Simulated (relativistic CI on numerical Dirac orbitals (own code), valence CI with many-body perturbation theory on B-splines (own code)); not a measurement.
## Mn4+: a short configuration list, a large CI and many-body theory against measured levels

Six calculations, all with the Dirac-Coulomb Hamiltonian. A to C use 28 configurations on KLI orbitals optimised for each, with Breit and QED terms: A ab initio, B with Slater integrals scaled by 0.85, C with the P86 correlation functional added as well. Their list is 3s²3p⁶3d³, 3s²3p⁶3d²4s, 3s²3p⁶3d²4p, 3s²3p⁵3d⁴, 3s²3p⁶3d²4d, 3s²3p⁶3d²5s, 3s²3p⁶3d²5p, 3s²3p⁶3d²4f, 3s²3p⁶3d²5d, 3s3p⁶3d⁴, 3s²3p⁶3d4s4p, 3s²3p⁶3d²5f, 3s²3p⁶3d4s², 3s²3p⁶4s²4p, 3s²3p⁶4s²4d, 3s²3p⁶4s²5s, 3s²3p⁶4s²5p, 3s²3p⁶3d4p², 3s²3p⁶4s4p², 3s²3p⁶4p³, 3s²3p⁶4p²4d, 3s²3p⁶4p²5s, 3s²3p⁶4p²5p, 3s²3p⁶3d4s4d, 3s²3p⁶4s4p4d, 3s²3p⁶4s4d², 3s²3p⁶4s4d5s, 3s²3p⁶4s4d5p. D to F correlate the 3 valence electrons outside the frozen Dirac-Fock core [Ar] of the bare core ion, in 81 B-spline orbitals (141,560 selected states over all symmetries, the rest in second order). F holds the one-electron core-valence potential Σ₁, the screening Σ₂ of the valence interaction, a three-electron term, Breit and QED; D (none of these) and E (Σ₁ alone) are solved again in the space of F. The core's calculated polarisability is 0.627 bohr³.

Computed minus measured energy above the ground level, in cm⁻¹, for 10 of the 24 excited levels that pair with a measured one in all six and keep their character from D to F (pairs that miss by over 12,000 cm⁻¹ in F, or 15,000 in both A and B, are taken as false; terms as labelled in the source; one J of a term; all of one parity):

```tsv
Configuration	Term	J	Measured	A	B	C	D	E	F
3d³	4F	5/2	359	-20	-19	-19	-24	11	-5
3d³	4P	1/2	16434	2342	-175	-175	1248	1577	504
3d³	2G	7/2	17892	2218	-619	-620	418	806	-230
3d³	2P	3/2	22919	3755	-40	-40	167	635	513
3d³	2D2	5/2	24630	3815	-25	-23	803	1366	549
3d³	2H	9/2	24975	2886	-1211	-1214	-52	470	-699
3d³	2F	7/2	40423	5444	-1099	-1099	1273	2075	196
3d³	2D1	5/2	62608	10186	-515	-502	372	1576	962
3d²4s	4F	3/2	176946	-368	-1969	4440	-30857	-21670	-1240
3d²4s	2F	5/2	183538	313	-2336	4078	-31478	-22241	-1343
```

Mean absolute errors, in cm⁻¹:

```
  Levels     A     B     C      D      E     F
 all, 24  2739   858  1400   8164   6212   642
 3d³, 18  3532   438   436    526   1009   431
3d²4s, 6   363  2119  4292  31081  21819  1275
```

Measured levels: Corliss and Sugar, J. Phys. Chem. Ref. Data 6, 1253 (1977). The settings of D to F were settled on neutral and singly charged spectra, not on this one.

From closest to farthest the columns rank F (642), B (858), C (1400), A (2739), E (6212), D (8164). Inside the ground configuration the errors are A 3532, B 438, C 436, D 526, E 1009, F 431: the unscaled integrals of A spread the terms too wide, and the scale of B removes most of that. The configuration that the core terms move most is 3d²4s: its mean error is -31081 in D, and Σ₁, Σ₂, the three-electron term, and Breit with QED change it by +9262, +19934, +520 and +89, to -1275 in F. D keeps the core as it is in the bare core ion; d electrons reach into the outer core shells, and the relaxation of those shells, which differs with the number of d electrons, enters only through these terms. The largest residue of F is in 3d²4s (1275). The run behind D to F took about 2 min of CPU with its rates, the short lists 3 s (one thread, shared hosts). The ionisation energy is 67.694 eV in D, 69.498 in E and 72.046 in F, against 72.4 ± 0.1 eV in NIST ASD (semi-empirical).
